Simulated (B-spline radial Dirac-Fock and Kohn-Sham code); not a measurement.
**Dipole and non-dipole photoemission parameters of Ge³⁺ 3p1/2**

System: the Ge³⁺ ion, configuration [Ar] 3d10 4s1; threshold 164.8 eV (orbital energy of the model). The computed values come from a radial B-spline solver: Dirac-Hartree-Slater photoionisation with a Latter tail; cross sections with all multipoles, angular parameters from the dipole term and its interference with E2.

For linearly polarised light dσ/dΩ = σ/(4π) [1 + β P₂(cos θ) + (δ + γ cos²θ) sin θ cos φ], with θ from the polarisation vector and φ the angle between the beam and the projection of the electron momentum on the plane normal to the polarisation.

```tsv
hν (eV)	σ (kb)	β	γ	δ
186	200	-0.071	-0.056	0.087
277	223	1.126	0.188	0.019
425	158	1.486	0.040	0.001
552	112	1.573	-0.016	0.000
600	98.8	1.589	-0.022	0.000
649	87.3	1.600	-0.023	0.001
692	78.5	1.607	-0.019	0.001
1253.6	24.8	1.587	0.151	0.007
1270	24.1	1.585	0.157	0.007
1570	14.9	1.550	0.265	0.011
2080	7.60	1.488	0.433	0.019
2190	6.68	1.474	0.467	0.021
2860	3.35	1.396	0.645	0.032
3690	1.68	1.310	0.820	0.048
3790	1.56	1.300	0.839	0.050
3920	1.42	1.288	0.863	0.052
4030	1.31	1.278	0.882	0.054
4150	1.21	1.267	0.902	0.057
4790	?	?	?	?
5270	0.605	1.174	1.069	0.079
5414.7	0.559	1.163	1.088	0.082
6000	0.412	1.121	1.158	0.093
6080	0.396	1.115	1.167	0.095
8047.8	0.168	0.996	1.353	0.133
12000	0.0469	0.821	1.599	0.205
13900	0.0289	0.758	1.683	0.238
```

Question: Give the values at 4790 eV.

Answer: σ = 0.799 kb, β = 1.212, γ = 1.003, δ = 0.069.
